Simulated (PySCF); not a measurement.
**Mayer bond orders and bond lengths**

C₅H₈ClF₃Si.
Numbering: `[F:1][CH2:2][C:3]([F:4])([F:5])[Si:6]1([CH2:7][Cl:8])[CH2:9][CH2:10]1` (hydrogens: H11, H12 on C2; H13, H14 on C7; H15, H16 on C9; H17, H18 on C10)

Cartesian coordinates in Å at the GFN2-xTB level; atoms count from 1:
```
atom  x, y, z in Å
F1     1.8923    1.2407   -0.9698
C2     2.3932    0.1190   -0.3601
C3     1.3586   -0.4260    0.6158
F4     1.4851   -1.7844    0.6688
F5     1.6591   -0.0012    1.8845
Si6   -0.4665    0.0657    0.1736
C7    -0.8085    1.8900    0.5745
Cl8   -2.5285    2.2271    0.2489
C9    -1.7335   -1.3212    0.2427
C10   -1.2919   -0.9282   -1.1913
H11    2.5856   -0.6206   -1.1416
H12    3.3202    0.4023    0.1467
H13   -0.6307    2.1269    1.6219
H14   -0.2279    2.5690   -0.0464
H15   -1.4504   -2.3124    0.5659
H16   -2.7588   -1.0942    0.4922
H17   -2.0529   -0.4601   -1.7969
H18   -0.7533   -1.6864   -1.7409
```

Bond orders from the PBE0/pcSseg-1 density (PySCF). One conformer (not necessarily the lowest) at the GFN2-xTB geometry, without solvent, vibrations or thermal averaging.

(1) Where do the orders between heavy atoms depart from those drawn in the SMILES?

(2) Set the Mayer orders of the bonds beside their lengths.

Answers

(1) The largest departure is 0.204, at C3–Si6 (drawn single, 0.796). Drawn single, order below 0.88: F1–C2 (0.878), C3–Si6 (0.796) and Si6–C7 (0.866).

(2) 
| bond | drawn as | length (Å) | Mayer order |
| --- | --- | --- | --- |
| F1–C2 | single | 1.371 | 0.878 |
| C2–C3 | single | 1.523 | 0.978 |
| C3–F4 | single | 1.365 | 0.893 |
| C3–F5 | single | 1.371 | 0.882 |
| C3–Si6 | single | 1.941 | 0.796 |
| Si6–C7 | single | 1.899 | 0.866 |
| C7–Cl8 | single | 1.783 | 0.969 |
| Si6–C9 | single | 1.880 | 0.968 |
| C9–C10 | single | 1.551 | 0.889 |
| C10–Si6 | single | 1.879 | 0.964 |
| C2–H11 | single | 1.093 | 0.941 |
| C2–H12 | single | 1.094 | 0.936 |
| C7–H13 | single | 1.088 | 0.926 |
| C7–H14 | single | 1.088 | 0.924 |
| C9–H15 | single | 1.080 | 0.946 |
| C9–H16 | single | 1.079 | 0.945 |
| C10–H17 | single | 1.079 | 0.945 |
| C10–H18 | single | 1.080 | 0.945 |

By pair of heavy elements: C–F: all 3 within 0.02 of one another (0.878 to 0.893). C–C: lowest C9–C10 (0.889, 1.551 Å), highest C2–C3 (0.978, 1.523 Å). C–Si: lowest C3–Si6 (0.796, 1.941 Å), highest Si6–C9 (0.968, 1.880 Å).

Question: Sum the orders of all bonds at each heavy atom with more than one neighbour and set the sums beside the valence in the SMILES.

Answer: C2 3.733 (drawn 4), C3 3.549 (drawn 4), Si6 3.594 (drawn 4), C7 3.685 (drawn 4), C9 3.748 (drawn 4), C10 3.743 (drawn 4). Orders between atoms that aren't bonded are not in these sums.

The Mayer order sums products of elements of PS (density times overlap matrix) between the two atoms' basis functions, so it depends on the basis set.
